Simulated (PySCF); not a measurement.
C₆H₁₂Se.
Geometry (PBE0-D3(BJ)/def2-SVP, Å), atoms numbered from 1 in this order:
```xyz
19
C6H12Se angstrom
Se     2.725    0.257   -0.443
C      1.647   -1.106    0.468
C      0.137   -0.894    0.475
C     -0.333    0.408    1.172
C     -0.980    1.252    0.072
C     -1.590    0.207   -0.858
C     -0.499   -0.860   -0.930
H      2.488    1.313    0.553
H      2.042   -1.211    1.488
H      1.901   -2.032   -0.072
H     -0.269   -1.757    1.032
H     -1.080    0.166    1.944
H      0.487    0.932    1.688
H     -1.709    1.981    0.458
H     -0.204    1.815   -0.473
H     -2.507   -0.209   -0.406
H     -1.868    0.607   -1.845
H      0.263   -0.546   -1.663
H     -0.872   -1.846   -1.246
```

The closed-shell ground state was solved at several levels (PySCF, density fitting, gas phase). Relativistic effects, spin–orbit coupling among them, are left out although an element past zinc is present.

| level | basis functions | HOMO (eV) | LUMO (eV) | gap (eV) | dipole (D) |
| --- | --- | --- | --- | --- | --- |
| B3LYP/pcSseg-1 | 203 | -6.18 | 0.14 | 6.32 | 1.41 |
| PBE0/pcSseg-1 | 203 | -6.45 | 0.38 | 6.83 | 1.51 |
| B3LYP/pcJ-1 (pcSseg-1 on Se) | 323 | -6.16 | 0.15 | 6.31 | 1.43 |

Question: Estimate the row for B3LYP/def2-SVPD, a basis of 257 functions; the other rows only guide the guess.

Answer: HOMO -6.23 eV, LUMO -0.19 eV, gap 6.04 eV, dipole 1.55 D.

Question: Over all these levels, which gives the widest orbital gap and which the narrowest?

Answer: PBE0/pcSseg-1 (global hybrid, 25 % exact exchange) has the widest, 6.83 eV, and B3LYP/def2-SVPD (global hybrid, 20 % exact exchange) the narrowest, 6.04 eV. Functional and basis both differ between the two, so the spread mixes both effects.

Question: How much does the basis alone move the frontier levels among the 3 B3LYP rows (the withheld one included)?

Answer: The HOMO by 0.07 eV and the LUMO by 0.34 eV. By rising basis size (HOMO, LUMO in eV): pcSseg-1 -6.18, 0.14; def2-SVPD -6.23, -0.19; pcJ-1 (pcSseg-1 on Se) -6.16, 0.15.

Question: How far do the dipole and the HOMO energy spread over the levels?

Answer: The dipole runs from 1.41 to 1.55 D (mean 1.48 D) and the HOMO from -6.45 to -6.16 eV.

One conformer stands for the species.
